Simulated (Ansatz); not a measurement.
Hg5⁺, relaxed as a doublet with UKS PBE0/def2-SVP in Ansatz, starting from the GFN1-xTB geometry. Force threshold 0.02 eV/Å.

In the def2 sets Hg takes a core potential; there is no spin–orbit coupling. The relaxation made no stability test and no search for a lower SCF solution. Another isomer (doublet) lies 0.15 eV lower at PBE0/def2-TZVP; other spin states weren't run for this one.

Start:

```csv
atom,x (Å),y (Å),z (Å)
Hg1,0.463,1.296,0.426
Hg2,-2.192,-0.220,0.836
Hg3,1.892,-1.383,-0.099
Hg4,-0.757,-3.096,0.453
Hg5,0.595,3.403,-1.615
```

Q: Estimate the energy that the relaxation releases and the steps that it takes.

A: 8.5 kJ/mol, in 10 steps; 55 s on 4 threads of Arm Neoverse V2 on a shared host. The force fell under the threshold at step 7, but the optimiser went on and released 0.004 eV more. No frequencies were taken in this run, so the end may be a saddle point.

Q: Does the start keep its bonding and symmetry?

A: By distances, no bond broke or formed. The bond that changes most is Hg3–Hg4, from 3.20 to 3.29 Å (atoms count from 1). Point group Cs at the start, C2v at the end, both within 0.05 Å; within 0.015 Å the end is Cs.

Q: Predict the relaxed structure.

A: 
Cartesian coordinates in Å:
```
Hg 0.2533 1.2066 -0.3727
Hg -2.1267 -0.3949 0.7357
Hg 1.7329 -1.4806 -0.1423
Hg -0.7157 -3.3495 1.0089
Hg 0.8562 4.0184 -1.2296
```
Bond lengths (bridged metal pairs left out): 3 × Hg–Hg 3.00 to 3.08 Å.
